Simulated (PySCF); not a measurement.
Compound: C₅H₇N₂ (doublet state).
Numbering: `[H]/[C:1]=[CH:2]/[N:3]([CH:4]=[CH2:5])[N:6]=[CH2:7]` (hydrogens: H8 on C1; H9 on C2; H10 on C4; H11, H12 on C5; H13, H14 on C7)

Structure used (GFN2-xTB), in Å, numbered top down from 1:
```xyz
14
C5H7N2 angstrom
C      2.298   -0.045    0.092
C      1.222   -0.729    0.391
N     -0.074   -0.188    0.366
C     -1.179   -0.961    0.692
C     -2.433   -0.527    0.688
N     -0.294    1.080    0.029
C      0.644    1.860   -0.284
H      3.324   -0.340    0.073
H      1.215   -1.780    0.689
H     -0.932   -1.979    0.960
H     -3.241   -1.181    0.954
H     -2.675    0.486    0.422
H      1.705    1.426   -0.267
H      0.418    2.877   -0.547
```

The hyperfine couplings belong to this conformer and change with its torsions.

Level of theory: UKS B3LYP, pcH-1 on C H N, non-relativistic, mean-field spin-orbit, GIAO (PySCF 2.14.0). One conformer (not necessarily the lowest) at the GFN2-xTB geometry, without solvent, vibrations or thermal averaging. Couplings are sensitive to structure, and on GFN2-xTB geometries they can be far from those on DFT ones. The SCF solution wasn't tested for stability.

Principal values of hyperfine tensors in MHz (contact and dipolar terms together), for some of the nuclei:

```tsv
atom	isotope	A1	A2	A3
H9	1H	131.93	134.82	141.72
C7	13C	97.55	98.99	160.02
H14	1H	67.30	72.44	88.12
H8	1H	21.47	40.58	82.47
H13	1H	-84.94	-77.06	37.96
C2	13C	-26.88	-10.88	2.38
N6	14N	3.17	4.53	14.04
N3	14N	-2.53	-0.11	5.47
```

**Question.** Split each tensor into its isotropic and traceless parts, and turn a_iso into mT with g = 2.0021.

**Answer.** a_iso is a third of the trace, T = A − a_iso, and a(mT) = a(MHz)/(g × 13.996).

```csv
atom,a_iso (MHz),a_iso (mT),T1,T2,T3
H9,136.16,4.859,-4.22,-1.34,5.56
C7,118.85,4.242,-21.30,-19.86,41.16
H14,75.95,2.711,-8.66,-3.51,12.17
H8,48.18,1.719,-26.70,-7.60,34.30
H13,-41.35,-1.476,-43.59,-35.71,79.31
C2,-11.79,-0.421,-15.09,0.91,14.17
N6,7.25,0.259,-4.07,-2.72,6.79
N3,0.94,0.034,-3.47,-1.05,4.52
```

**Question.** What spin density at the nucleus of N3 lies behind its contact coupling (g_N = 0.40376)?

**Answer.** a_FC = (2μ0/3) gₑ μB g_N μN ρ(0)/(2S·h) = 800.24 MHz × g_N × ρ(0)/(2S), with ρ in bohr⁻³. With a_FC = 0.94 MHz and 2S = 1, ρ(0) = 0.002921 bohr⁻³.

**Question.** C1 (13C, g_N = 1.40482) isn't in the table. Its spin density at the nucleus is 0.3389 bohr⁻³. What is its contact coupling?

**Answer.** By the same relation, a_FC = 381.0 MHz. Its full tensor has the principal values 312.22, 331.10, 499.60 MHz.

**Question.** Name the largest traceless tensor T of the table and describe it.

**Answer.** H13: -43.6, -35.7, 79.3 MHz, rhombic: the two smaller values differ by 10 % of the largest.

**Question.** What first-order splitting does C7 cause when the field lies along A1, A2 or A3 of its tensor (g taken as isotropic, no quadrupole term)?

**Answer.** 2 lines (I = 1/2), spaced by |A_i|/(g × 13.996): 3.48, 3.53, 5.71 mT along the axes of A1, A2 and A3.
